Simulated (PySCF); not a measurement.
A GIAO shielding run with PySCF (density fitting, non-relativistic, gas phase) on `C=C(C#CC[SiH2]S)CF`, C6H9FSSi:

```
$ OMP_NUM_THREADS=1 python probes_run.py task.json out

{"job": {"kind": "nmr", "xc": "PBE0", "basis": "pcSseg-1"}, "charge": 0, "multiplicity": 1}
C     -3.088179    -0.683547    -0.371639
C     -2.054561     0.049328     0.032101
C     -0.758647    -0.074402    -0.525041
C      0.341202    -0.162796    -1.005351
C      1.682809    -0.276447    -1.517986
Si     2.898980    -0.658905    -0.099502
S      2.796513     1.041212     1.216853
C     -2.142575     1.082955     1.124801
F     -3.405617     1.173131     1.650152
H     -2.986458    -1.412744    -1.156309
H     -4.059752    -0.567996     0.075774
H      1.959979     0.662629    -2.003369
H      1.722766    -1.065581    -2.270920
H      4.263682    -0.765026    -0.608651
H      2.492741    -1.837949     0.656316
H      3.675386     0.596379     2.101330
H     -1.880748     2.076111     0.738858
H     -1.466282     0.829965     1.950928
```

Hardware: 1 thread of an Arm Neoverse N1, shared host. The job also computes population analyses, field gradients.

(1) How large is the calculation?

(2) How long does it take, and how much memory does it need?

Answers

(1) 84 electrons, 212 basis functions and 1143 auxiliary functions.

(2) 67 s of wall time, with 14 SCF cycles and 5 response iterations; peak memory 0.94 GiB. Times on a shared host scatter by some tens of per cent.
